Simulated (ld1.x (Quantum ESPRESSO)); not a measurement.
# u(r) = r·R(r): atom against pseudo-atom (phosphorus)

Columns: radius, all-electron u(r) and pseudo u(r) of the 3s shell (level -13.97 eV) of phosphorus in the configuration [Ne] 3s2 3p3; PBE, scalar-relativistic, TM scheme, ld1.x (Quantum ESPRESSO) 7.5.

```json
{"r (bohr)": "0.062", "all-electron": "0.1944", "pseudo": "0.0423"}
{"r (bohr)": "0.125", "all-electron": "0.0424", "pseudo": "0.0835"}
{"r (bohr)": "0.188", "all-electron": "-0.1536", "pseudo": "0.1215"}
{"r (bohr)": "0.250", "all-electron": "-0.2942", "pseudo": "0.1544"}
{"r (bohr)": "0.312", "all-electron": "-0.3642", "pseudo": "0.1820"}
{"r (bohr)": "0.375", "all-electron": "-0.3708", "pseudo": "0.2046"}
{"r (bohr)": "0.438", "all-electron": "-0.3279", "pseudo": "0.2225"}
{"r (bohr)": "0.500", "all-electron": "-0.2528", "pseudo": "0.2371"}
{"r (bohr)": "0.562", "all-electron": "-0.1578", "pseudo": "0.2512"}
{"r (bohr)": "0.625", "all-electron": "-0.0510", "pseudo": "0.2674"}
{"r (bohr)": "0.688", "all-electron": "0.0587", "pseudo": "0.2885"}
{"r (bohr)": "0.750", "all-electron": "0.1643", "pseudo": "0.3164"}
{"r (bohr)": "0.812", "all-electron": "0.2642", "pseudo": "0.3534"}
{"r (bohr)": "0.875", "all-electron": "0.3575", "pseudo": "0.4011"}
{"r (bohr)": "0.938", "all-electron": "0.4415", "pseudo": "0.4578"}
{"r (bohr)": "1.000", "all-electron": "0.5144", "pseudo": "0.5184"}
{"r (bohr)": "1.062", "all-electron": "0.5778", "pseudo": "0.5782"}
{"r (bohr)": "1.125", "all-electron": "0.6327", "pseudo": "0.6327"}
{"r (bohr)": "1.188", "all-electron": "0.6785", "pseudo": "0.6785"}
{"r (bohr)": "1.250", "all-electron": "0.7152", "pseudo": "0.7152"}
{"r (bohr)": "1.312", "all-electron": "0.7440", "pseudo": "0.7440"}
{"r (bohr)": "1.375", "all-electron": "0.7659", "pseudo": "0.7659"}
{"r (bohr)": "1.438", "all-electron": "0.7808", "pseudo": "0.7808"}
{"r (bohr)": "1.500", "all-electron": "0.7896", "pseudo": "0.7896"}
{"r (bohr)": "1.562", "all-electron": "0.7930", "pseudo": "0.7930"}
{"r (bohr)": "1.625", "all-electron": "0.7917", "pseudo": "0.7917"}
```

Question: How many radial nodes do the two functions have?

Answer: The all-electron 3s function has n − l − 1 = 2; the pseudo-wave has 0, since the states of the same l below it are removed with the core.

Question: At about which radius was the pseudo-wave matched?

Answer: 1.15 bohr. The columns agree to 0.0005 from 1.06 bohr on; several derivatives are matched, so the curves merge somewhat inside the radius.

Question: Is the pseudo-wave norm-conserving?

Answer: Yes: the TM scheme keeps the norm inside the radius equal to the all-electron one, which fixes the energy derivative of the logarithmic derivative at the level.
